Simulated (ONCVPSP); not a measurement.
# Pseudopotential generation for Tc: ONCV, LDA (Perdew-Zunger), scalar-relativistic.

Input for ONCVPSP 4.0.1:

```
# ATOM AND REFERENCE CONFIGURATION
# atsym  z   nc   nv     iexc    psfile
  Tc 43.00    6    4        3      upf
#
#   n    l    f
    1    0    2.00
    2    0    2.00
    2    1    6.00
    3    0    2.00
    3    1    6.00
    3    2   10.00
    4    0    2.00
    4    1    6.00
    4    2    6.00
    5    0    1.00
#
# PSEUDOPOTENTIAL AND OPTIMIZATION
# lmax
    3
#
#   l,   rc,      ep,       ncon, nbas, qcut
    0    1.80    0.00    3    7    5.60
    1    1.50    0.00    4    7   11.50
    2    1.70    0.00    4    7    5.70
    3    1.75    0.17    4    8    6.30
#
# LOCAL POTENTIAL
# lloc, lpopt,  rc(5),   dvloc0
    4    5    1.35   -1.00
#
# VANDERBILT-KLEINMAN-BYLANDER PROJECTORs
# l, nproj, debl
    0    2    0.80
    1    3    1.30
    2    2    2.20
    3    2    2.00
#
# MODEL CORE CHARGE
# icmod, fcfact, rcfact
    3    3.25    1.10
#
# LOG DERIVATIVE ANALYSIS
# epsh1, epsh2, depsh
   -4.00    5.00    0.02
#
# OUTPUT GRID
# rlmax, drl
    6.00    0.01
#
# TEST CONFIGURATIONS
# ncnf
    4
# nvcnf
#   n    l    f
    4
    4    0    2.00
    4    1    6.00
    4    2    5.00
    5    0    2.00
#
    4
    4    0    2.00
    4    1    6.00
    4    2    5.00
    5    0    1.00
#
    4
    4    0    2.00
    4    1    6.00
    4    2    5.00
    5    0    0.00
#
    4
    4    0    1.00
    4    1    6.00
    4    2    5.00
    5    0    2.00
#
```

Command:

```bash
oncvpsp.x < Tc.dat > Tc.out
```

Output (shortened: citation, most of the input echo, consistency checks and plot data are left out):

```
ONCVPSP  (Optimized Norm-Conservinng Vanderbilt PSeudopotential)
scalar-relativistic version 4.0.1

#   n    l    f        energy (Ha)
    1    0    2.00    -7.6575913E+02
    2    0    2.00    -1.0917494E+02
    2    1    6.00    -9.7769965E+01
    3    0    2.00    -1.8898134E+01
    3    1    6.00    -1.5154345E+01
    3    2   10.00    -9.0750256E+00
    4    0    2.00    -2.5873615E+00
    4    1    6.00    -1.5638059E+00
    4    2    6.00    -1.7145013E-01
    5    0    1.00    -1.6287683E-01

Reference configufation results
  iterations    26
  all-electron total energy (Ha)   -4.28128936D+03

Begin loop to  construct optimized pseudo wave functions
and semi-local pseudopoentials for all angular momenta

Calculating optimized projector #   1

 for l=   0

    Fraction of norm inside rc  0.962256
    Optimizing pswf for qcut=   5.60 a_B^-1,  ecut=  15.65 Ha
    Residual kinetic energy error=  2.55D-05 Ha

    Energy error per electron        Cutoff
         Ha          eV             Ha
         0.01000     0.27211        4.86
         0.00100     0.02721        9.77
         0.00010     0.00272       13.64
         0.00001     0.00027       40.58

Calculating optimized projector #   2

 for l=   0

    Fraction of norm inside rc  0.061729
    Optimizing pswf for qcut=   5.60 a_B^-1,  ecut=  15.65 Ha
    Residual kinetic energy error=  3.77D-05 Ha

    Energy error per electron        Cutoff
         Ha          eV             Ha
         0.01000     0.27211        3.89
         0.00100     0.02721        9.37
         0.00010     0.00272       14.07
         0.00001     0.00027       32.28

WARNING wellstate: negative energy specified for n= 5 l=  1
WARNING scattering state with energy  0.25000000
WARNING will be used for the first projector

   Wellstate for l =  1  n =  5
     eigenvalue =   0.2500
     asymptotic potential =   0.7500
     half-point radius =  3.7385

   Wellstate for l =  1  n =  6
     eigenvalue =   1.5500
     asymptotic potential =   2.0500
     half-point radius =  3.7128

Calculating optimized projector #   1

 for l=   1

    Fraction of norm inside rc  0.798755
    Optimizing pswf for qcut=  11.50 a_B^-1,  ecut=  66.14 Ha
    Residual kinetic energy error=  4.83D-08 Ha

    Energy error per electron        Cutoff
         Ha          eV             Ha
         0.01000     0.27211       26.68
         0.00100     0.02721       37.21
         0.00010     0.00272       45.65
         0.00001     0.00027       52.53

Calculating optimized projector #   2

 for l=   1

    Fraction of norm inside rc  0.070846
    Optimizing pswf for qcut=  11.50 a_B^-1,  ecut=  66.14 Ha
    Residual kinetic energy error=  8.00D-09 Ha

    Energy error per electron        Cutoff
         Ha          eV             Ha
         0.01000     0.27211       16.35
         0.00100     0.02721       31.82
         0.00010     0.00272       41.36
         0.00001     0.00027       49.09

Calculating optimized projector #   3

 for l=   1

    Fraction of norm inside rc  0.061765
    Optimizing pswf for qcut=  11.50 a_B^-1,  ecut=  66.14 Ha
    Residual kinetic energy error=  1.13D-08 Ha

    Energy error per electron        Cutoff
         Ha          eV             Ha
         0.01000     0.27211       19.85
         0.00100     0.02721       33.43
         0.00010     0.00272       42.61
         0.00001     0.00027       50.06

   Wellstate for l =  2  n =  6
     eigenvalue =   2.0285
     asymptotic potential =   2.5285
     half-point radius =  3.8950

Calculating optimized projector #   1

 for l=   2

    Fraction of norm inside rc  0.534423
    Optimizing pswf for qcut=   5.71 a_B^-1,  ecut=  16.30 Ha
    Residual kinetic energy error=  3.71D-03 Ha

    Energy error per electron        Cutoff
         Ha          eV             Ha
         0.01000     0.27211       14.28
         0.00100     0.02721       28.60
         0.00010     0.00272       55.86
         0.00001     0.00027       64.90

Calculating optimized projector #   2

 for l=   2

    Fraction of norm inside rc  0.096772
    Optimizing pswf for qcut=   5.71 a_B^-1,  ecut=  16.30 Ha
    Residual kinetic energy error=  6.84D-03 Ha

    Energy error per electron        Cutoff
         Ha          eV             Ha
         0.01000     0.27211       15.56
         0.00100     0.02721       20.47
         0.00010     0.00272       40.05
         0.00001     0.00027       64.32

   Wellstate for l =  3  n =  4
     eigenvalue =   0.1700
     asymptotic potential =   0.6700
     half-point radius = 15.4005

   Wellstate for l =  3  n =  5
     eigenvalue =   2.1700
     asymptotic potential =   2.6700
     half-point radius =  3.2879

Calculating optimized projector #   1

 for l=   3

    Fraction of norm inside rc  0.000411
    Optimizing pswf for qcut=   6.29 a_B^-1,  ecut=  19.79 Ha
    Residual kinetic energy error=  1.40D-06 Ha

    Energy error per electron        Cutoff
         Ha          eV             Ha
         0.01000     0.27211        0.45
         0.00100     0.02721        1.70
         0.00010     0.00272        8.16
         0.00001     0.00027       15.06

Calculating optimized projector #   2

 for l=   3

    Fraction of norm inside rc  0.343719
    Optimizing pswf for qcut=   6.29 a_B^-1,  ecut=  19.79 Ha
    Residual kinetic energy error=  2.41D-02 Ha

    Energy error per electron        Cutoff
         Ha          eV             Ha
         0.01000     0.27211       22.24
         0.00100     0.02721       51.48
         0.00010     0.00272       99.54
         0.00001     0.00027      112.20

Construct Vanderbilt / Kleinmman-Bylander projectors

B matrix Hermiticity error, ll=   0
   1   2    2.2460E-04

  Orthonormal projector coefficients  7.8790E+00  1.5699E+00

B matrix Hermiticity error, ll=   1
   1   2    2.0786E-04
   1   3   -3.5598E-04
   2   3    6.2984E-05

  Orthonormal projector coefficients  9.6872E+00  1.2746E+00  1.0341E-01

B matrix Hermiticity error, ll=   2
   1   2   -1.8447E-04

  Orthonormal projector coefficients -4.5876E+00  3.0837E+00

B matrix Hermiticity error, ll=   3
   1   2    4.0573E-06

  Orthonormal projector coefficients -6.6574E+00 -2.3016E+00

Model core correction analysis
  based on d2Exc/dn_idn_j

d2excae - all-electron derivatives

   -3.108424D-02   -2.805320D-02   -1.561695D-02   -1.964372D-03
   -2.805372D-02   -2.653531D-02   -1.677245D-02   -2.613195D-03
   -1.561753D-02   -1.677249D-02   -1.704505D-02   -1.007111D-02
   -1.964380D-03   -2.613055D-03   -1.006768D-02   -2.569077D-02

d2excps - pseudofunction derivatives with no core correction

   -4.840080D-02   -3.252709D-02   -1.617148D-02   -3.433566D-03
   -3.252828D-02   -3.154448D-02   -1.882165D-02   -2.878611D-03
   -1.617232D-02   -1.882244D-02   -1.814793D-02   -1.008838D-02
   -3.434282D-03   -2.878535D-03   -1.008495D-02   -2.580887D-02

rms 2nd derivative error    4.871474E-03

rmatch, rhocmatch    0.7224   13.5701

Teter function model core charge with specified parameters

d2excps - pseudofunction derivatives with core correction

   -3.665790D-02   -2.967319D-02   -1.547507D-02   -2.503146D-03
   -2.967329D-02   -3.028731D-02   -1.847277D-02   -2.673497D-03
   -1.547564D-02   -1.847352D-02   -1.804633D-02   -1.004011D-02
   -2.503190D-03   -2.673408D-03   -1.003668D-02   -2.573428D-02

rms 2nd derivative error    1.900816E-03

Pseudoatom total energy  -80.937310

Diagnostic tests using Vanderbilt-Kleinman-Bylander pseudopotentials
  1 or more projectors used as specified by nproj input data

   l    rcore       rmatch      e in        delta e   norm test  slope test

   0   1.8041267   1.8589039  -2.5873615   0.0000212   1.0001943   1.0001871
   0   1.8041267   1.8589039  -0.1628768   0.0000063   1.0000553   1.0000126

   1   1.5077440   1.5535224  -1.5638059  -0.0000063   1.0001371   1.0001546
   1   1.5077440   1.5535224   0.2500000   0.0000126   1.0003210   1.0003210
   1   1.5077440   1.5535224   1.5500000   0.0000478   1.0003713   1.0003713

   2   1.7095634   1.7614694  -0.1714501  -0.0000026   1.0000608   1.0000534
   2   1.7095634   1.7614694   2.0285499   0.0000051   1.0002583   1.0002583

   3   1.7509636   1.8041267   0.1700000   0.0000165   1.0000401   1.0000401
   3   1.7509636   1.8041267   2.1700000   0.0000095   1.0001958   1.0001958

 Testing for bound ghosts
   n   l    E NL Schr. Eq   E Basis Diag.   E Cutoff

   1   0       -2.587340       -2.587355     58.58
   2   0       -0.162871       -0.115105     58.58

   2   1       -1.563812       -1.563748    133.36

   3   2       -0.171453       -0.164898     88.17

 Testing for highly-localized positive-energy ghosts
       l    <radius>/rc     E Basis Diag.   E Cutoff

       0        0.916936        4.876248     58.58  WARNING - GHOST(+)

Test configuration 0

   n   l     f        eae           eps        diff
   1   0  2.0000 -765.75913424
   2   0  2.0000 -109.17493646
   2   1  6.0000  -97.76996538
   3   0  2.0000  -18.89813395
   3   1  6.0000  -15.15434473
   3   2 10.0000   -9.07502565
   4   0  2.0000   -2.58736146   -2.58734028    2.12D-05
   4   1  6.0000   -1.56380589   -1.56381219   -6.30D-06
   4   2  6.0000   -0.17145013   -0.17145270   -2.57D-06
   5   0  1.0000   -0.16287683   -0.16287055    6.29D-06

    Total energies and differences
      AE_ref= -4.28128936D+03  AE_tst= -4.28128936D+03  dif=  0.00D+00
      PS_ref= -8.09373105D+01  PS_tst= -8.09373105D+01  dif= -5.68D-14
      PSP excitation error=  5.68D-14

Test configuration 1

   n   l     f        eae           eps        diff
   1   0  2.0000 -765.87236936
   2   0  2.0000 -109.29592978
   2   1  6.0000  -97.89036673
   3   0  2.0000  -19.01677712
   3   1  6.0000  -15.27300157
   3   2 10.0000   -9.19434457
   4   0  2.0000   -2.69696239   -2.69453013    2.43D-03
   4   1  6.0000   -1.66832678   -1.66763624    6.91D-04
   4   2  5.0000   -0.25032220   -0.25035561   -3.34D-05
   5   0  2.0000   -0.19353340   -0.19345570    7.77D-05

    Total energies and differences
      AE_ref= -4.28128936D+03  AE_tst= -4.28125756D+03  dif=  3.18D-02
      PS_ref= -8.09373105D+01  PS_tst= -8.09055020D+01  dif=  3.18D-02
      PSP excitation error= -3.01D-06

Test configuration 2

   n   l     f        eae           eps        diff
   1   0  2.0000 -766.15446047
   2   0  2.0000 -109.57495093
   2   1  6.0000  -98.16959478
   3   0  2.0000  -19.29647518
   3   1  6.0000  -15.55268519
   3   2 10.0000   -9.47379221
   4   0  2.0000   -2.97762909   -2.97658892    1.04D-03
   4   1  6.0000   -1.94927877   -1.94887742    4.01D-04
   4   2  5.0000   -0.52575797   -0.52568673    7.12D-05
   5   0  1.0000   -0.43094591   -0.43088680    5.91D-05

    Total energies and differences
      AE_ref= -4.28128936D+03  AE_tst= -4.28094770D+03  dif=  3.42D-01
      PS_ref= -8.09373105D+01  PS_tst= -8.05956784D+01  dif=  3.42D-01
      PSP excitation error=  2.71D-05

Test configuration 3

   n   l     f        eae           eps        diff
   1   0  2.0000 -766.47824073
   2   0  2.0000 -109.89430606
   2   1  6.0000  -98.48924925
   3   0  2.0000  -19.61638331
   3   1  6.0000  -15.87256778
   3   2 10.0000   -9.79337273
   4   0  2.0000   -3.29724329   -3.29863369   -1.39D-03
   4   1  6.0000   -2.26865735   -2.26886292   -2.06D-04
   4   2  5.0000   -0.83555809   -0.83547725    8.08D-05

    Total energies and differences
      AE_ref= -4.28128936D+03  AE_tst= -4.28038902D+03  dif=  9.00D-01
      PS_ref= -8.09373105D+01  PS_tst= -8.00368803D+01  dif=  9.00D-01
      PSP excitation error= -8.52D-05

Test configuration 4

   n   l     f        eae           eps        diff
   1   0  2.0000 -766.48604749
   2   0  2.0000 -109.88194509
   2   1  6.0000  -98.47828154
   3   0  2.0000  -19.59523109
   3   1  6.0000  -15.85108500
   3   2 10.0000   -9.77131304
   4   0  1.0000   -3.19697050   -3.22687747   -2.99D-02
   4   1  6.0000   -2.15167347   -2.15822314   -6.55D-03
   4   2  5.0000   -0.67316286   -0.67187999    1.28D-03
   5   0  2.0000   -0.48276769   -0.48449297   -1.73D-03

    Total energies and differences
      AE_ref= -4.28128936D+03  AE_tst= -4.27831871D+03  dif=  2.97D+00
      PS_ref= -8.09373105D+01  PS_tst= -7.79525721D+01  dif=  2.98D+00
      PSP excitation error= -1.41D-02
```

The run took about 5.6 s on one core of a shared server CPU.
